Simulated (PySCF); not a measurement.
**Computed properties of C₂H₆GeO₂, SMILES CC(=O)[O][GeH3]**

Ge(H)3(OAc) (C2H6GeO2), SMILES CC(=O)[O][GeH3]. Geometry optimised at B3LYP-D3(BJ)/def2-SVP. The values are those of a single conformer. All values are computed for the isolated molecule unless a solvent is named; none is compared with measurement here.

**Structure.** The optimised structure has Cs symmetry. All 27 harmonic modes at B3LYP-D3(BJ)/def2-SVP (PySCF) are real, so it is a minimum. With heavy atoms numbered as in [GeH3:1][O:2][C:3]([CH3:4])=[O:5], the shortest bond between them is C3–O5 at 1.212 Å and the longest Ge1–O2 at 1.847 Å.

**Vibrations.** The strongest infrared lines (harmonic, unscaled, degenerate partners summed) lie at 1306 cm⁻¹ (272 km/mol, C 53 %, H 32 %, O 16 %), 1808 cm⁻¹ (216 km/mol, C 64 %, O 35 %), 845 cm⁻¹ (196 km/mol, H 93 %). The softest mode is at 87 cm⁻¹ and the zero-point energy is 47.0 kcal/mol.

**Electronic structure.** M06-2X/def2-TZVP (PySCF) places the frontier levels at -9.71 and 0.92 eV, a gap of 10.63 eV, and gives a dipole moment of 1.63 D and a mean polarisability of 58.7 bohr³. PBE/def2-TZVP (PySCF) at the same geometry gives -6.32 and -0.90 eV, so its gap is 5.21 eV narrower. An orbital gap is neither the optical nor the fundamental gap.

**Excitations.** TDA-M06-2X/def2-SVPD (PySCF) has S1 at 5.77 eV (215 nm, f = 0.001, dark); the most intense of the 10 singlets computed lies at 8.56 eV (f = 0.15). T1 (TDA) is at 5.34 eV, 0.43 eV under S1. TDA-PBE/def2-SVPD (PySCF) puts S1 at 5.60 eV. No vertical singlet excitation falls in the visible range (under 3.1 eV).

**NMR.** GIAO shifts at KT2/pcSseg-1 (PySCF) (non-relativistic, atoms alike by connectivity averaged): ¹³C from 22.7 to 169.8 ppm against TMS; ¹H from 2.4 to 5.4 ppm against TMS.
